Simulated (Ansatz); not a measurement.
C₂H₄BIn (`B[C]1=[CH][InH]1`). Total charge 0; spin multiplicity 1. In: def2 effective core potential.

```xyz
8

B    -0.697    0.818    0.257
C    -0.108   -0.626    0.237
C     0.514   -1.668    0.089
In    1.674    0.373   -1.229
H    -1.766    0.883   -0.300
H    -0.646    1.316    1.355
H     0.949   -2.641    0.049
H     0.081    1.543   -0.459
```

Task: List the harmonic frequencies (cm⁻¹, unscaled) at PBE0-D4/def2-TZVP in Ansatz. (Best estimate.)

Result: Computed: 136, 163, 236, 315, 435, 621, 707, 806, 830, 871, 1042, 1142, 1231, 2002, 2070, 2493, 2553, 3447.

Task: Is this a minimum?

Result: Yes, all 18 modes are real.

Task: Give the ideal-gas thermochemistry at 298.15 K and 1 bar (rigid rotor, harmonic oscillator; point group Cs, symmetry number 1).

Result: Zero-point energy 126.2 kJ/mol; H(298) − E = 144.0 kJ/mol; entropy 326.7 J/(mol·K), of which translation 171.6, rotation 109.8, vibration 45.2; G(298) − E = 46.6 kJ/mol.

Task: And at 400, 500, 600, 800 and 1000 K?

Result: 
```json
{"T (K)": "400", "H − E (kJ/mol)": "153.7", "S (J/mol/K)": "354.6", "G − E (kJ/mol)": "11.9"}
{"T (K)": "500", "H − E (kJ/mol)": "164.6", "S (J/mol/K)": "378.8", "G − E (kJ/mol)": "-24.8"}
{"T (K)": "600", "H − E (kJ/mol)": "176.5", "S (J/mol/K)": "400.4", "G − E (kJ/mol)": "-63.8"}
{"T (K)": "800", "H − E (kJ/mol)": "202.7", "S (J/mol/K)": "438.0", "G − E (kJ/mol)": "-147.7"}
{"T (K)": "1000", "H − E (kJ/mol)": "231.3", "S (J/mol/K)": "469.9", "G − E (kJ/mol)": "-238.6"}
```

Task: Rotational constants (cm⁻¹)?

Result: 0.2718, 0.09675, 0.07265.
